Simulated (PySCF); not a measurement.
Ligands exchanged one at a time, Ge OH-OCH3. All species are isolated molecules in the gas phase. One relaxed conformer stands for each flexible species; it need not be the lowest. Strings in code marks are SMILES.

The HOMO–LUMO gap from two functionals at the same geometries (PBE0-D3(BJ)/def2-SVP), both in PySCF: PBE-D3(BJ)/def2-TZVP and ωB97X-D3(BJ)/def2-TZVP. 

```json
[
 {"species": "0 of 4 OH replaced by OCH3", "ωB97X-D3(BJ)/def2-TZVP (eV)": "13.56"},
 {"species": "1 of 4 OH replaced by OCH3 (`C[O][Ge]([OH])([OH])[OH]`)", "ωB97X-D3(BJ)/def2-TZVP (eV)": "12.71"},
 {"species": "2 of 4 OH replaced by OCH3 (`[O]([Ge]([OH])([OH])[O]C)C`)", "ωB97X-D3(BJ)/def2-TZVP (eV)": "12.72"},
 {"species": "3 of 4 OH replaced by OCH3", "ωB97X-D3(BJ)/def2-TZVP (eV)": "12.82"},
 {"species": "4 of 4 OH replaced by OCH3 (`[O](C)[Ge]([O]C)([O]C)[O]C`)", "ωB97X-D3(BJ)/def2-TZVP (eV)": "13.01"}
]
```

Question: What does PBE-D3(BJ)/def2-TZVP give for each?

Answer: 
- 0 of 4 OH replaced by OCH3: 6.14
- 1 of 4 OH replaced by OCH3 (`C[O][Ge]([OH])([OH])[OH]`): 5.45
- 2 of 4 OH replaced by OCH3 (`[O]([Ge]([OH])([OH])[O]C)C`): 5.44
- 3 of 4 OH replaced by OCH3: 5.51
- 4 of 4 OH replaced by OCH3 (`[O](C)[Ge]([O]C)([O]C)[O]C`): 5.62
Over these rows, drawn at random from the members with no instability flagged (it was tested for open shells, ions and some series alone), PBE minus ωB97X-D3(BJ): mean -7.33 eV, from -7.42 eV to -7.26 eV.
